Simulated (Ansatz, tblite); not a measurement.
Isomers of Li₁₈ (singlet), found by a short tight-binding search and relaxed with PBE0/def2-SVP in Ansatz.

The xTB rows come from tblite. Correlated methods freeze no core orbitals; core or outer-core shells of Li are correlated, in sets that lack core-valence functions.

Run but left out: HF/def2-SVP (A: restricted singlet, unstable towards broken spin symmetry).

A: The restricted singlet is unstable towards broken spin symmetry in Hartree–Fock (as tested in another run); at PBE/def2-TZVP, BLYP/def2-TZVP, r2SCAN/def2-TZVP, PBE0/def2-TZVP and others this wasn't settled. At CCSD(T)/def2-SVP the restricted singlet (for correlated methods, its reference) is unstable: a solution with broken spin symmetry lies lower. B: The restricted singlet is unstable towards broken spin symmetry in Hartree–Fock (as tested in another run); at PBE/def2-TZVP, BLYP/def2-TZVP, r2SCAN/def2-TZVP, PBE0/def2-TZVP and others this wasn't settled. At CCSD(T)/def2-SVP the restricted singlet (for correlated methods, its reference) is unstable: a solution with broken spin symmetry lies lower. C: The restricted singlet is unstable towards broken spin symmetry in Hartree–Fock (as tested in another run); at PBE/def2-TZVP, BLYP/def2-TZVP, r2SCAN/def2-TZVP, PBE0/def2-TZVP and others this wasn't settled. At CCSD(T)/def2-SVP the restricted singlet (for correlated methods, its reference) is unstable: a solution with broken spin symmetry lies lower.

Other spin states weren't relaxed.

A:

| atom | x (Å) | y (Å) | z (Å) |
| --- | --- | --- | --- |
| Li1 | 1.221 | 3.288 | -1.379 |
| Li2 | -3.184 | -1.825 | 1.488 |
| Li3 | 4.205 | -1.775 | -0.066 |
| Li4 | 2.441 | 0.508 | -0.657 |
| Li5 | -1.683 | -1.498 | -1.414 |
| Li6 | 1.897 | -1.238 | 1.981 |
| Li7 | -0.500 | -3.573 | 1.046 |
| Li8 | -3.176 | 0.934 | -0.269 |
| Li9 | -1.379 | 3.665 | 0.480 |
| Li10 | 1.271 | -1.961 | -0.937 |
| Li11 | 1.002 | 1.791 | 1.690 |
| Li12 | -0.780 | -1.592 | 3.731 |
| Li13 | -0.684 | -0.840 | 1.072 |
| Li14 | -1.894 | 1.128 | 2.501 |
| Li15 | -0.488 | 1.310 | -0.568 |
| Li16 | 3.127 | -1.253 | -3.095 |
| Li17 | 0.419 | 0.321 | -2.987 |
| Li18 | -1.816 | 2.609 | -2.618 |

B:

```xyz
18

Li   -0.602    0.060    1.424
Li   -2.893    0.168   -2.897
Li    1.353    0.556   -0.504
Li   -1.501   -1.462    3.436
Li    0.445    0.536   -3.247
Li   -1.294    1.982   -0.804
Li    2.219    2.894   -1.475
Li   -2.118    1.791    2.782
Li    3.375    1.182    1.173
Li   -1.074   -2.859    0.563
Li    3.663   -0.146   -1.664
Li   -0.998   -0.791   -1.221
Li    0.903    0.556    3.608
Li   -3.265   -0.429    0.398
Li    1.233   -2.277   -1.732
Li    1.733   -1.526    1.365
Li   -1.855   -2.943   -2.585
Li    0.675    2.706    1.379
```

C:

Cartesian coordinates in Å:
```
Li 0.955 -3.917 1.102
Li -1.538 -2.145 1.097
Li 1.235 -0.948 1.978
Li 0.829 2.253 1.987
Li 3.716 1.666 0.719
Li -3.797 0.422 0.743
Li -1.600 0.398 2.960
Li -2.354 -1.136 -1.644
Li -2.144 3.101 1.431
Li -2.433 2.190 -1.600
Li -1.101 0.753 0.274
Li 3.362 -1.568 -0.212
Li -1.407 -4.169 -1.259
Li 0.122 0.477 -2.703
Li 3.167 0.984 -2.417
Li 0.935 3.072 -1.108
Li 1.557 0.550 -0.326
Li 0.495 -1.985 -1.021
```

Task: Estimate their order by electronic energy at PBE0/def2-TZVP, counted from the lowest.

Result: B (0.0) < A (19.8) < C (21.1), in kJ/mol. Gaps under about 2 kJ/mol are ties within the noise of geometry and basis.

Task: Do the other levels pick the same lowest one?

Result: Not GFN1-xTB. Energies above each level's lowest (kJ/mol):

```json
{"level": "GFN1-xTB", "A": "11.0", "B": "11.0", "C": "0.0"}
{"level": "PBE/def2-TZVP", "A": "18.9", "B": "0.0", "C": "18.2"}
{"level": "BLYP/def2-TZVP", "A": "12.2", "B": "0.0", "C": "12.9"}
{"level": "r2SCAN/def2-TZVP", "A": "22.8", "B": "0.0", "C": "22.1"}
{"level": "PBE0/def2-TZVP", "A": "19.8", "B": "0.0", "C": "21.1"}
{"level": "r2SCAN0/def2-TZVP", "A": "22.9", "B": "0.0", "C": "24.0"}
{"level": "MP2/def2-SVP", "A": "36.7", "B": "0.0", "C": "26.6"}
{"level": "CCSD/def2-SVP", "A": "11.2", "B": "0.0", "C": "14.3"}
{"level": "CCSD(T)/def2-SVP", "A": "16.3", "B": "0.0", "C": "14.1"}
```
Point groups (tolerance 0.1 Å): A not assigned, B not assigned, C not assigned. Lower isomers may exist.
